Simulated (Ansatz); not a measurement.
Total energies of C$_{2}$H$_{5}$NSSn.

Z-matrix (Å, degrees):
```
C
Sn 1 2.224
S 1 1.624 2 127.7
H 1 1.096 2 116.4 3 -173.6
N 2 2.259 1 82.5 3 -16.0
H 2 1.770 1 90.9 3 -104.6
C 5 1.259 2 136.3 1 -176.9
H 5 1.040 2 106.7 1 7.6
H 7 1.091 5 121.9 2 -176.5
H 7 1.089 5 120.2 2 3.7
```

Total charge 0; spin multiplicity 1. Correlated methods include outer-core shells of Sn, which these sets cover unevenly. Sn: def2 effective core potential. The bonds changed during the relaxation, so this is another structure than the one it started from. Geometry: relaxed with PBE0-D4/def2-TZVP. It is one conformer, not always the lowest. Basis def2-TZVPP, Ansatz.

RPA on PBE orbitals: Hartree–Fock energy of these orbitals -743.90552 Eh, correlation -1.60964 Eh (frozen core).

```csv
functional,energy without D4 (Eh),D4 term (kJ/mol)
B97M-V,-746.36542,–
PBE0,-746.17620,-23.2
```

**Question.** Give the same for LDA (SPW92), PBE, revPBE, BLYP, r2SCAN, B3LYP, r2SCANh, r2SCAN0, HSE06 (plane-wave form), BHLYP, CAM-B3LYP, LC-ωPBE, ωB97X-V, ωB97M-V, B2PLYP, PBE-QIDH. (An estimate is asked.)

**Answer.** Computed: 
```json
{"functional": "LDA (SPW92)", "energy without D4 (Eh)": "-743.58718", "D4 term (kJ/mol)": "–"}
{"functional": "PBE", "energy without D4 (Eh)": "-746.13473", "D4 term (kJ/mol)": "-27.2"}
{"functional": "revPBE", "energy without D4 (Eh)": "-746.41483", "D4 term (kJ/mol)": "-74.8"}
{"functional": "BLYP", "energy without D4 (Eh)": "-746.37841", "D4 term (kJ/mol)": "-58.8"}
{"functional": "r2SCAN", "energy without D4 (Eh)": "-746.44887", "D4 term (kJ/mol)": "-6.5"}
{"functional": "B3LYP", "energy without D4 (Eh)": "-746.57227", "D4 term (kJ/mol)": "-44.4"}
{"functional": "r2SCANh", "energy without D4 (Eh)": "-746.42550", "D4 term (kJ/mol)": "-7.0"}
{"functional": "r2SCAN0", "energy without D4 (Eh)": "-746.39213", "D4 term (kJ/mol)": "-7.8"}
{"functional": "HSE06 (plane-wave form)", "energy without D4 (Eh)": "-746.16017", "D4 term (kJ/mol)": "-21.9"}
{"functional": "BHLYP", "energy without D4 (Eh)": "-746.31298", "D4 term (kJ/mol)": "-37.2"}
{"functional": "CAM-B3LYP", "energy without D4 (Eh)": "-746.39410", "D4 term (kJ/mol)": "-24.0"}
{"functional": "LC-ωPBE", "energy without D4 (Eh)": "-746.28254", "D4 term (kJ/mol)": "–"}
{"functional": "ωB97X-V", "energy without D4 (Eh)": "-746.34616", "D4 term (kJ/mol)": "–"}
{"functional": "ωB97M-V", "energy without D4 (Eh)": "-746.34468", "D4 term (kJ/mol)": "–"}
{"functional": "B2PLYP", "energy without D4 (Eh)": "-746.02626", "D4 term (kJ/mol)": "–"}
{"functional": "PBE-QIDH", "energy without D4 (Eh)": "-745.86824", "D4 term (kJ/mol)": "–"}
```

B3LYP takes the VWN-RPA correlation (the form of Gaussian; ORCA's B3LYP/G). HSE06 is the plane-wave form, built on full-range PBE exchange. The double hybrids freeze the cores in their second-order part.

LC-ωPBE has ω = 0.4 bohr⁻¹.
